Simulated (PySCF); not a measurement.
# Cu: excitation energy

Cu [Ar] 3d10 4s1 (2S) → Cu [Ar] 3d9 4s2 (2D), as a difference of total energies. Calculation: PySCF 2.14, in def2-QZVPPD; no relativity, point nucleus. Correlated levels: valence: [Ar] frozen. The calculations carry no spin-orbit coupling.

Q: Order these methods by the excitation energy they give, lowest first.
A. SCS-MP2 (valence)
B. MP2 (valence)
C. CCSD (valence)
D. CCSD(T) (valence)

A: C (12212 cm⁻¹), D (13654 cm⁻¹), A (17474 cm⁻¹), B (21385 cm⁻¹).

These non-relativistic numbers lack the scalar-relativistic shift.

Errors of the correlated levels include the incompleteness of this basis and the frozen core.

For comparison: 12020 cm⁻¹ (measured; NIST levels, between the centres of gravity of the two terms).
